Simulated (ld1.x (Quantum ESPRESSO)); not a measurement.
u(r) = r·R(r): atom against pseudo-atom (arsenic (As))

Columns: radius, all-electron u(r) and pseudo u(r) of the 4p shell (level -13.34 eV) of arsenic in the configuration [Ar] 3d10 4s2 4p2; PBE, scalar-relativistic, ultrasoft scheme, ld1.x (Quantum ESPRESSO) 7.5.

```
r (bohr)  all-electron  pseudo
   0.078        0.1714  0.0018
   0.155        0.1366  0.0072
   0.232       -0.0384  0.0163
   0.310       -0.2016  0.0297
   0.388       -0.2924  0.0476
   0.465       -0.3091  0.0700
   0.542       -0.2710  0.0974
   0.620       -0.1963  0.1303
   0.698       -0.1018  0.1682
   0.775       -0.0006  0.2104
   0.852        0.1008  0.2566
   0.930        0.1989  0.3066
   1.008        0.2895  0.3589
   1.085        0.3701  0.4112
   1.162        0.4413  0.4630
   1.240        0.5038  0.5133
   1.318        0.5568  0.5599
   1.395        0.6005  0.6011
   1.472        0.6362  0.6362
   1.550        0.6647  0.6647
   1.628        0.6863  0.6863
   1.705        0.7014  0.7014
   1.782        0.7110  0.7110
   1.860        0.7156  0.7156
   1.938        0.7158  0.7158
   2.015        0.7122  0.7122
```

Q: How many radial nodes do the two functions have?

A: The all-electron 4p function has n − l − 1 = 2; the pseudo-wave has 0, since the states of the same l below it are removed with the core.

Q: At about which radius was the pseudo-wave matched?

A: 1.50 bohr, where the columns begin to agree (steps of 0.08 bohr).

Q: Is the pseudo-wave norm-conserving?

A: No, it belongs to an ultrasoft set: the norm inside the radius is not constrained, and the difference is carried by the augmentation charge.
